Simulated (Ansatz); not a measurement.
`C[O][Al]([CH3])[Cl]` + H₂O → `C[O][Al]([OH])[Cl]` + CH₄ at 500 K and 1 bar (formal hydrolysis of the Al–C bond).

Isolated molecules relaxed with PBE0-D4/def2-TZVP in Ansatz; ΔE leaves out vibrations. CCSD(T)/CBS is the MP2 limit (def2-TZVPP, def2-QZVPP) plus CCSD(T) − MP2 in def2-TZVPP, frozen cores. This one scheme is used for every species. Each species was taken in one conformer, which may not be the lowest.

```csv
species,CCSD(T)/CBS energy (Eh),H − E (kJ/mol),S (J/(mol·K))
`C[O][Al]([CH3])[Cl]`,-856.81320,259.7,450.5
H₂O,-76.37941,73.2,206.3
`C[O][Al]([OH])[Cl]`,-892.77869,197.9,424.8
CH₄,-40.46206,135.6,206.8
```

H − E and S are ideal-gas, rigid-rotor, harmonic terms from PBE0-D4/def2-TZVP, for one conformer and one mirror image of each species. 1 Eh = 2625.50 kJ/mol, R = 8.31446 J/(mol·K).

Task: By hand: ΔE, ΔH, ΔS and ΔG.

Result: ΔE = (-892.77869) + (-40.46206) − (-856.81320) − (-76.37941) = -0.04814 Eh = -126.4 kJ/mol. Δ(H − E) = 197.9 + 135.6 − 259.7 − 73.2 = 0.6, so ΔH = -125.8 kJ/mol. ΔS = 424.8 + 206.8 − 450.5 − 206.3 = -25.2 J/(mol·K). ΔG = -125.8 − 500 × (-25.2)/1000 = -113.2 kJ/mol.

Task: By hand: the equilibrium constant, and the temperature at which ΔG would vanish if ΔH and ΔS stayed fixed.

Result: log₁₀ K = −ΔG/(RT ln 10) = 11.8. ΔG = 0 at ΔH/ΔS = 4992 K, far beyond where these terms or the molecules hold.

ΔH outweighs TΔS. A doubt of 5 kJ/mol in ΔE shifts log₁₀ K by 0.5 here. Other conformers and mirror images would add mixing entropy, several J/(mol·K) or more a flexible species. Modes under 60 cm⁻¹, often nearly free rotors, make the harmonic entropy too high. These are equilibria of isolated gas molecules and say nothing of rates. Largest T1 diagnostic: 0.011 (customary marks: 0.02 for closed shells, 0.045 for open ones).
